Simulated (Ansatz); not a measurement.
Correlation energies of C3H2F3N (`N#CCC(F)(F)F`) by basis set

```xyz
9

N     1.398   -1.458   -1.703
C     0.800   -0.638   -1.167
C     0.046    0.410   -0.504
C    -0.405    0.013    0.892
F     0.630   -0.257    1.684
F    -1.089    1.022    1.438
F    -1.198   -1.055    0.867
H     0.659    1.309   -0.418
H    -0.842    0.654   -1.089
```

Total charge 0; spin multiplicity 1. The geometry is a stationary point of PBE0-D4/def2-TZVP. Frozen core, restricted reference, Ansatz. CBS rows extrapolate triple and quadruple zeta; past MP2 they add the triple-zeta difference.

```
      basis     HF (Eh)  MP2 corr.  CCSD corr.       (T)  CCSD(T) total
   def2-SVP  -467.16893   -1.08995    -1.11488  -0.03053     -468.31434
 def2-TZVPP  -467.73915   -1.39706    -1.40843  -0.05403     -469.20161
 def2-QZVPP  -467.75872   -1.51271           –         –              –
  CBS(def2)  -467.76142   -1.59838    -1.60975     as TZ     -469.42520
cc-pV(D+d)Z  -467.56791   -1.09561    -1.12025  -0.03123     -468.71939
cc-pV(T+d)Z  -467.71607   -1.40453    -1.41366  -0.05493     -469.18466
cc-pV(Q+d)Z  -467.75107   -1.51794           –         –              –
    CBS(cc)  -467.76162   -1.59868    -1.60782     as TZ     -469.42437
```
